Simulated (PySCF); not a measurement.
The same groups moved round the core (propene boryl). All species are isolated molecules in the gas phase. One relaxed conformer stands for each flexible species; it need not be the lowest. Strings in code marks are SMILES.

These are PySCF with PBE0-D4/def2-TZVP values and carry that method's errors. Excitations are Tamm–Dancoff values on a coarser integration grid. The basis has no diffuse functions, so Rydberg states are missing or too high.

```csv
species,LUMO (eV),S1–T1 gap (TDA) (eV),S1 oscillator strength,HOMO–LUMO gap (eV)
`BC(=C)C`,-1.94,1.94,0.001,5.99
`B/C=C/C`,…,1.88,0.000,6.20
`B/C=C\C`,-1.92,1.77,…,6.00
`BCC=C`,…,…,0.003,5.94
```

Question: Complete the blanks.

Answer: 
- `B/C=C/C`, LUMO (eV): -1.78
- `B/C=C\C`, S1 oscillator strength: 0.000
- `BCC=C`, LUMO (eV): -1.31
- `BCC=C`, S1–T1 gap (TDA) (eV): 0.37
